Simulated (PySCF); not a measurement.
PySCF 2.14 output of an unrestricted B97-3 calculation on a single atom or ion in x2c-QZVPPall with one added diffuse shell each of s, p, d, f, g type (14s9p8d5f3g, 143 functions), with the spin-free X2C one-electron Hamiltonian (Gaussian nucleus):

```
SCF conv_tol = 1e-09
number electrons alpha = 23  beta = 21
    T. W. Keal and D. J. Tozer.,  J. Chem. Phys. 123, 121103 (2005)
cycle= 1 E= -5043.9973448104  delta_E= -0.0133  |g|= 0.0182  |ddm|= 0.116
cycle= 2 E= -5043.99736929806  delta_E= -2.45e-05  |g|= 0.00339  |ddm|= 0.00642
cycle= 3 E= -5043.99737037987  delta_E= -1.08e-06  |g|= 0.00277  |ddm|= 0.00263
cycle= 4 E= -5043.99737159151  delta_E= -1.21e-06  |g|= 0.000302  |ddm|= 0.00116
cycle= 5 E= -5043.99737159725  delta_E= -5.75e-09  |g|= 2.31e-05  |ddm|= 6.81e-05
cycle= 6 E= -5043.99737159742  delta_E= -1.72e-10  |g|= 1.82e-06  |ddm|= 1.36e-05
converged SCF energy = -5043.99737159742  <S^2> = 2.0011324  2S+1 = 3.0007548
```

The run itself started from symmetry-adapted Hartree-Fock orbitals and held the occupation by maximum overlap, on a logarithmic radial grid, so the iterations belong to that start.

**Question.** Which element, charge and spin multiplicity is this?

**Answer.** Pd(2+) (palladium, charge +2), multiplicity 3; the state was [Kr] 4d8, high-spin 3F determinant.
